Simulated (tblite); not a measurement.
Species: C5H12N2Si2.
SMILES with atom numbers: `[CH:1]#[C:2][CH2:3][C@@H:4]1[CH2:5][SiH2:6][Si@@H:7]([NH2:8])[NH:9]1` (hydrogens: H10 on C1; H11, H12 on C3; H13 on C4; H14, H15 on C5; H16, H17 on Si6; H18 on Si7; H19, H20 on N8; H21 on N9)

Computed geometry: GFN2-xTB, gas phase.

Question: What internal coordinates does the optimisation give?

Answer: 
```
          bond  length (Å)
         C1≡C2       1.197
         C2–C3       1.446
         C3–C4       1.546
         C4–C5       1.533
        C5–Si6       1.916
       Si6–Si7       2.308
        Si7–N8       1.727
        Si7–N9       1.726
         C4–N9       1.447
        C1–H10       1.049
        C3–H11       1.094
        C3–H12       1.094
        C4–H13       1.101
        C5–H14       1.091
        C5–H15       1.090
       Si6–H16       1.471
       Si6–H17       1.473
       Si7–H18       1.475
N8–H19, N8–H20       1.006
        N9–H21       1.009
```

Bonds in one row agree within 0.01 Å and their mean is given. A selection of angles:
```
     angle  degrees
  C1–C2–C3    177.0
  C2–C3–C4    110.9
  C3–C4–C5    110.3
  C3–C4–N9    112.0
  C5–C4–N9    109.5
 C4–C5–Si6    109.0
C5–Si6–Si7     92.3
Si6–Si7–N8    125.6
Si6–Si7–N9     91.4
 N8–Si7–N9    104.0
 C4–N9–Si7    119.2
H19–N8–Si7    118.3
H20–N8–Si7    118.1
H21–N9–Si7    119.4
 H21–N9–C4    112.3
```

Torsions: C2–C3–C4–C5 178° (antiperiplanar); C3–C4–C5–Si6 -81° (synclinal); C4–C5–Si6–Si7 -22° (synperiplanar); C5–Si6–Si7–N8 -109° (anticlinal); Si6–Si7–N9–C4 27° (synperiplanar); C3–C4–N9–Si7 74° (synclinal).

Si6 (SiH2 silicon) has angles from 92.3° to 122.3°. N9 (silicon-bound nitrogen) has angles 119.4°, 119.2° and 112.3°, sum 350.9°, 0.23 Å off the plane of its three neighbours. N8 (silicon-bound nitrogen) is pyramidal (angles 118.3°, 118.1° and 110.0°, sum 346.3°, 0.25 Å off the plane of its three neighbours). The C–C distances run from 1.197 Å (C1≡C2, drawn triple) to 1.546 Å (C3–C4, drawn single), a spread of 0.349 Å. Of the pairs four or more bonds apart, Si6···H12 is among the closest relative to their van der Waals radii: 2.99 Å, 91 % of the sum of Bondi's values. The 5-membered ring C4–C5–Si6–Si7–N9 has internal angles of 91.4° to 119.2°; it is puckered, 0.18 Å rms from its mean plane, widest ring torsion 49°. Si7 (SiH silicon) has angles from 91.4° to 125.6°.

Point group: C1 (no symmetry element, even within 0.4 Å). Its GFN2-xTB frequencies are all real (lowest 45 cm⁻¹). The numbers are those of one conformer (C2–C3–C4–C5 178°, Si6–Si7–N8–H 53° and -84°, C3–C4–C5–Si6 -81°, C4–C5–Si6–Si7 -22°, C5–Si6–Si7–N8 -109°, Si6–Si7–N9–C4 27°).
